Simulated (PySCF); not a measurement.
Run record: EPR job, `[C]#C[Si@H](C#CC)S[SiH3]` [radical].

Method: UKS B3LYP, pcH-1 on C H S Si, non-relativistic, mean-field spin-orbit, GIAO (PySCF 2.14.0). Geometry: GFN2-xTB. A driver script takes a list of jobs; this job's settings line and coordinates (Å) are shown.

Command:
```bash
OMP_NUM_THREADS=1 python probes_run.py task.json out
```

Input:
```
{"job": {"kind": "epr", "basis": "pcH-1"}, "charge": 0, "multiplicity": 2}
C     -1.279974     1.439124     3.196669
C     -0.946033     0.478749     2.554105
Si    -0.341660    -0.978339     1.567117
C      0.995150    -0.395832     0.446379
C      1.832830     0.015949    -0.317765
C      2.843994     0.496502    -1.226798
S     -2.035553    -1.635858     0.356762
Si    -2.519270    -0.003546    -0.951996
H     -0.011165    -2.152078     2.361575
H      2.719854     0.029810    -2.203877
H      3.834808     0.257349    -0.841504
H      2.757604     1.577475    -1.334971
H     -1.569169     1.070426    -0.710528
H     -3.887934     0.361761    -0.622182
H     -2.397895    -0.553502    -2.294900
```

Output:
```
UKS, coarse grid
  cycle   1  E = -1171.56102855  |g| = 5.42e-01
  cycle   2  E = -1167.59362887  |g| = 1.91e+00
  cycle   3  E = -1171.68526195  |g| = 3.03e-01
  cycle   4  E = -1171.64810242  |g| = 4.42e-01
  cycle   5  E = -1171.75628220  |g| = 2.01e-01
  cycle   6  E = -1171.76475524  |g| = 1.81e-01
  cycle   7  E = -1171.78449159  |g| = 8.35e-02
  cycle   8  E = -1171.78922695  |g| = 3.26e-02
  cycle   9  E = -1171.78977243  |g| = 1.65e-02
  cycle  10  E = -1171.78996906  |g| = 6.47e-03
  cycle  11  E = -1171.79004092  |g| = 4.48e-03
  cycle  12  E = -1171.79011717  |g| = 3.35e-03
  cycle  13  E = -1171.79017899  |g| = 2.12e-03
  cycle  14  E = -1171.79024415  |g| = 1.23e-03
  cycle  15  E = -1171.79026916  |g| = 9.19e-04
  cycle  16  E = -1171.79026913  |g| = 7.61e-04
UKS, final grid
  cycle   1  E = -1171.79030120  |g| = 1.40e-03
  cycle   2  E = -1171.79029566  |g| = 3.82e-03
  cycle   3  E = -1171.79030313  |g| = 3.66e-04
  cycle   4  E = -1171.79030346  |g| = 3.40e-04
  cycle   5  E = -1171.79030465  |g| = 2.53e-04
  cycle   6  E = -1171.79030514  |g| = 1.70e-04
  cycle   7  E = -1171.79030531  |g| = 1.27e-04
  cycle   8  E = -1171.79030550  |g| = 3.28e-05
  cycle   9  E = -1171.79030550  |g| = 1.12e-05
E = -1171.79030550 Eh   <S^2> = 0.7670 (exact 0.7500)
g shifts (ppm)      1          2          3
  rmc          -176       -176       -176
  gc             18         12          9
  oz_so         172       1357       3074
  total          13       1193       2908
hyperfine (MHz)  atom isotope    a_iso     a_fc   dipolar eigenvalues
    0   13C     838.87     838.92    -57.44    -54.79    112.23
    1   13C      98.96      99.07    -30.22    -26.73     56.95
    2  29Si     -12.30     -12.26     -7.71      3.54      4.17
    3   13C      -1.62      -1.63     -0.44     -0.17      0.60
    4   13C      -0.06      -0.06     -0.47      0.12      0.35
    5   13C      -0.01      -0.01     -0.08     -0.05      0.13
    6   33S       0.41       0.25     -5.07     -4.54      9.61
    7  29Si       1.01       1.02     -0.25      0.08      0.17
    8    1H      -1.68      -1.68     -1.05     -0.68      1.73
    9    1H      -0.20      -0.20     -0.21     -0.19      0.40
   10    1H       0.09       0.10     -0.24     -0.21      0.45
   11    1H       0.26       0.26     -0.31     -0.28      0.58
   12    1H       0.18       0.17     -1.08     -0.80      1.88
   13    1H       1.48       1.48     -0.74     -0.47      1.20
   14    1H       2.19       2.18     -0.45     -0.22      0.67
```

rmc, gc and oz_so are the mass-correction, gauge-correction and orbital-Zeeman/spin–orbit parts of the g shift along its three principal axes; a_iso is the isotropic hyperfine coupling and a_fc its Fermi-contact part. Atoms in this output count from 0.

Task: How far is ⟨S²⟩ from the pure-spin value?

Result: S = 0.5 gives S(S+1) = 0.75; the run has 0.7670, 0.0170 more.

Main results: ⟨S²⟩ 0.767; g_iso 2.0037.

The structure is a single GFN2-xTB conformer in the gas phase; no vibrational or solvent corrections. GFN2-xTB frequencies show an imaginary mode (73i cm⁻¹), so this geometry is no minimum at that level.

Time: 3.4 min wall (with the writing of density and orbital grids); peak memory 1.2 GiB. Hardware: AMD EPYC, one thread, on a shared host.
Labels such as C1 count atoms from 1, the log's own numbers from 0.
